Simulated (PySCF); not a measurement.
C5H3Br, SMILES C#CC=C=CBr.

Geometry: TPSSh-D3(BJ)/def2-SVP. This is a generated structure with no PubChem entry under its InChIKey; it may be hypothetical.

These are TDDFT-PBE/def2-SVPD (PySCF) values and carry that method's errors.

Vertical excitations. 

Computed UV-visible absorptions:
```tsv
state	energy (eV)	λ (nm)	f	main pairs
S1	3.76	330	0.000	HOMO→LUMO 98 %
S2	4.41	281	0.000	HOMO−2→LUMO 79 %, HOMO−3→LUMO 21 %
S3	4.50	275	0.056	HOMO−3→LUMO 64 %, HOMO−1→LUMO 17 %, HOMO−2→LUMO 16 %
S4	4.63	268	0.243	HOMO−1→LUMO 67 %, HOMO−3→LUMO 14 %
S5	5.02	247	0.000	HOMO−1→LUMO+1 97 %
S6	5.61	221	0.230	HOMO→LUMO+1 68 %, HOMO→LUMO+3 10 %
S7	5.71	217	0.022	HOMO−2→LUMO+1 80 %, HOMO−3→LUMO+1 16 %
S8	5.81	213	0.022	HOMO−3→LUMO+1 73 %, HOMO−1→LUMO+2 12 %
S9	5.82	213	0.001	HOMO−4→LUMO 52 %, HOMO→LUMO+2 46 %
S10	5.93	209	0.002	HOMO→LUMO+2 49 %, HOMO−4→LUMO 46 %
T1	3.09	402	0	HOMO−1→LUMO 95 %
T2	3.41	364	0	HOMO→LUMO 97 %
T3	4.19	296	0	HOMO−2→LUMO 97 %
T4	4.26	291	0	HOMO−3→LUMO 87 %
```
Triplets are in the Tamm–Dancoff approximation, which puts them higher than full response would, so one can lie above its singlet here.
